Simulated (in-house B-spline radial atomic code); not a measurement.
Results of a calculation; reference values are marked as such.
# Extrapolating the RPA correlation energy in partial waves: the iron ion Fe³⁺

All-electron RPA on r2SCAN orbitals from a B-spline radial code for spherical atoms, scalar-relativistic (spin-free one-electron X2C), finite nucleus, configuration [Ar] 3d5, highest spin. With empty states up to angular momentum L the sums are:

```tsv
L	E_c(L) (hartree)
4	-1.409571
5	-1.475029
6	-1.505827
7	-1.521829
```

For large l each further wave adds A/(l + 1/2)⁴, because the basis must build the cusp where two electrons meet.

(1) Estimate the limit from L = 6 and L = 7.

(2) How good is the estimate?

## Answers

(1) Wave 7 adds -0.016002, against a sum of (l + 1/2)⁻⁴ of 3.16049e-04, so A = -50.631. The sum over l > 7 is ζ(4, 8.5) = 6.4602e-04, close to 1/(3 × 8³) = 6.5104e-04. The tail is -0.032709 and the limit -1.55454 hartree.

(2) A run to L = 11 sums to -1.54170 and extrapolates to -1.54921 hartree, 0.51 millihartree from the run before. The estimate differs from that by -5.33 millihartree, while the bare sum at L = 7 misses 27.4 millihartree (1.8 %).
